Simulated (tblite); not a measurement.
Q: Give a GFN2-xTB geometry of InChI=1S/C6H3F2O/c7-4-1-2-5(8)6(9)3-4/h1,3,9H. (Doublet state.)

A: 
```
atom  x, y, z in Å
O1     2.1874    0.8452   -0.3272
C2     0.9667    0.3163   -0.1171
C3    -0.1736    0.9994   -0.5201
C4    -1.4192    0.4447   -0.2968
F5    -2.5140    1.1163   -0.6901
C6    -1.5815   -0.7919    0.3241
C7    -0.4407   -1.4289    0.7031
C8     0.8100   -0.9340    0.5119
F9     1.9397   -1.5760    0.8945
H10    2.8708    0.2491    0.0117
H11   -0.0781    1.9576   -1.0033
H12   -2.5662   -1.1985    0.4834
```

Any rigid rotation of these coordinates is as good. Atoms count from 1 in this order. H10 on O1 lies 2.23 Å from F9, 4 bonds away (angle at H 110°; Bondi radii sum to 2.67 Å). C4 (carbon bonded to 2 C and F) is planar (angles 122.2°, 119.1° and 118.6°, sum 360.0°, 0.00 Å off the plane of its three neighbours). C6 (carbon bonded to 2 C and H) is planar (angles 123.3°, 120.5° and 116.2°, sum 360.0°, 0.00 Å off the plane of its three neighbours). C8 (carbon bonded to 2 C and F) is planar (angles 123.7°, 119.3° and 117.0°, sum 360.0°, 0.00 Å off the plane of its three neighbours).

Bonds between heavy atoms (Å): O1–C2 1.347, C2–C3 1.389, C3–C4 1.382, C4–F5 1.343, C4–C6 1.393, C6–C7 1.360, C7–C8 1.358, C8–F9 1.355, C2–C8 1.408.

Computed geometry: GFN2-xTB, gas phase. This method treats the open shell by occupation alone, without spin polarisation.

Point group: Cs (tolerance 0.08 Å). Its GFN2-xTB frequencies are all real (lowest 130 cm⁻¹). Torsions: H–O1–C2–C3 180°.

The run took under 0.1 s on one thread of an Arm Neoverse V2, no GPU, shared host. That covers the optimisation of the geometry.

One conformer stands for the species.
